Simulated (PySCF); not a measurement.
Compound: C7H14Si.
InChI=1S/C7H14Si/c1-2-3-7-4-5-8-6-7/h2,7H,1,3-6,8H2/t7-/m0/s1

The closed-shell ground state was solved at several levels (PySCF, density fitting, gas phase, non-relativistic). One conformer (not necessarily the lowest) at the PBE0-D3(BJ)/def2-SVP geometry, without solvent, vibrations or thermal averaging.

```json
{"level": "PBE0/pcSseg-1", "basis functions": "213", "HOMO (eV)": "-7.36", "LUMO (eV)": "0.39", "gap (eV)": "7.75", "dipole (D)": "0.63"}
{"level": "CAM-B3LYP/def2-SVPD", "basis functions": "276", "HOMO (eV)": "-8.71", "LUMO (eV)": "1.23", "gap (eV)": "9.94", "dipole (D)": "0.68"}
```

Task: What might KT2/pcSseg-1 (213 basis functions) give for the same quantities?

Result: HOMO -6.25 eV, LUMO -0.66 eV, gap 5.59 eV, dipole 0.63 D.

Task: Over all these levels, which gives the widest orbital gap and which the narrowest?

Result: CAM-B3LYP/def2-SVPD (range-separated hybrid) has the widest, 9.94 eV, and KT2/pcSseg-1 (GGA) the narrowest, 5.59 eV. Functional and basis both differ between the two, so the spread mixes both effects.

Task: How far do the dipole and the HOMO energy spread over the levels?

Result: The dipole runs from 0.63 to 0.68 D (mean 0.64 D) and the HOMO from -8.71 to -6.25 eV.
